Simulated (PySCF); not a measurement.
C₄F₈O.

```xyz
13

F      2.3508     0.7634    -0.2802
C      1.3267     0.1328     0.2820
F      1.8008    -0.7210     1.1919
O      0.4937     1.0572     0.8919
C     -0.8465     0.8982     0.5778
F     -1.5692     0.9428     1.6903
F     -1.2449     1.8852    -0.2284
C     -0.9559    -0.4701    -0.1450
F     -1.9333    -0.4986    -1.0484
F     -1.1419    -1.4363     0.7655
C      0.4496    -0.6147    -0.7575
F      0.4922     0.0411    -1.9260
F      0.8241    -1.8806    -0.9290
```

The structure is a stationary point at ωB97X-D3(BJ)/def2-SVP. The values are those of a single conformer.

Calculation: HF/pcSseg-1 run with PySCF. Non-relativistic, no solvent.

Computed absolute GIAO shielding of each atom: isotropic value and principal components (ppm):
| atom | σ(iso) | σ11 | σ22 | σ33 | span |
|---|---|---|---|---|---|
| F1 | 316.9 | 234.2 | 337.4 | 379.1 | 144.9 |
| C2 | 84.1 | 75.1 | 85.2 | 92.0 | 16.9 |
| F3 | 305.1 | 224.2 | 322.1 | 369.1 | 144.9 |
| O4 | 175.4 | 142.3 | 172.7 | 211.4 | 69.0 |
| C5 | 84.1 | 75.1 | 85.1 | 92.0 | 16.9 |
| F6 | 317.5 | 234.8 | 338.1 | 379.5 | 144.8 |
| F7 | 305.0 | 224.0 | 321.7 | 369.3 | 145.3 |
| C8 | 91.5 | 84.6 | 90.1 | 99.7 | 15.1 |
| F9 | 366.6 | 279.7 | 390.9 | 429.1 | 149.4 |
| F10 | 358.0 | 281.5 | 376.2 | 416.2 | 134.7 |
| C11 | 91.4 | 84.5 | 90.2 | 99.7 | 15.1 |
| F12 | 357.7 | 281.4 | 376.0 | 415.7 | 134.3 |
| F13 | 366.3 | 279.5 | 390.6 | 428.8 | 149.4 |
